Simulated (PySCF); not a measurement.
```xyz
4
charge 0 multiplicity 3, angstrom
Os    0.0000    0.0000   -0.0172
S     0.0000    0.0000    2.0449
Cl   -2.0286    0.0000   -0.8876
Cl    2.0286    0.0000   -0.8876
```

Level of theory: PySCF, UPBE0, basis Os def2-SVP with ECP60, S def2-SVP, Cl def2-SVP (scalar-relativistic core potentials, no spin–orbit coupling, density fitting).

This geometry of OsSCl₂ is a stationary point at this level.

Task: What is the point group?

Result: C2v.

Task: Is it a minimum?

Result: Yes: all harmonic wavenumbers are real.

Task: What are the dipole moment and the gap between the highest occupied and lowest empty levels of either spin?

Result: 0.07 D and 2.89 eV.

Task: What is the atomisation energy, with and without zero-point energy?

Result: 1109 kJ/mol without, 1099 kJ/mol with.

Other isomers or separated fragments may lie lower. Open d and f shells are described by one determinant, and the ground state may have another occupation or spin. With an element this heavy the missing spin–orbit coupling can shift these numbers.
